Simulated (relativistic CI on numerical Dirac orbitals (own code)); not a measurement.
Hyperfine structure of Nb XXXVIII, mass number 93

Method of calculation: Dirac-Coulomb-Breit CI, orbitals from a KLI potential per configuration, model QED (radiative potential, 1s self-energy scaled to tabulated hydrogen-like ionisation energies), unscaled Slater integrals (own radial code, finite nucleus).

CI space (outside the closed core 1s2): 2s², 2s2p, 2p², 2p3s, 2p3p, 2s3s, 2s3p, 2s3d, 2s4s, 2s4p, 2s4d, 2s4f, 3s², 3s3p, 3p². Levels of other configurations are missing.

Nuclear spin I = 9/2, μ = 6.163 μN, Q = -0.32 b (tables of Stone and Pyykkö). The electronic factors are computed for point nuclear moments, without core polarisation or the Bohr-Weisskopf and QED corrections.

| Level | E (eV) | A (GHz) | B (GHz) |
| --- | --- | --- | --- |
| 2s2p ³P°1 | 87.44 | 2035 | 23.2 |
| 2s2p ³P°2 | 183.75 | 963.6 | -79.5 |
| 2s2p ¹P°1 | 234.72 | -455.4 | -63 |
| 2p² ³P1 | 302.30 | -37.78 | -39.5 |
| 2p² ¹D2 | 314.48 | 385.9 | -54.6 |
| 2p² ³P2 | 420.58 | 189.5 | -24.2 |
| 2s3s ³S1 | 2969.23 | 2134 | 0.0484 |
| 2s3p ³P°1 | 3006.10 | 1811 | 0.0781 |

Levels with J = 0, under 50 % of one LS term, or S terms without an open s electron are left out. Small factors come from cancelling terms and can be off by tens of per cent or more.

At this charge energies of transitions that change n are usually good to better than 1 %, and those within a shell (Δn = 0) to a few per cent.

Task: Give the hyperfine levels of 2s2p ³P°1 relative to its centre of gravity.

Result: With K = F(F + 1) − I(I + 1) − J(J + 1), E = AK/2 + B[¾K(K + 1) − I(I + 1)J(J + 1)]/[2I(2I − 1)J(2J − 1)]: F = 7/2: -11180, F = 9/2: -2051, F = 11/2: 9164 GHz.

LS names give the leading component of a level, which can be under half, so a name can repeat, a term be missing and a line seem to break the LS rules.
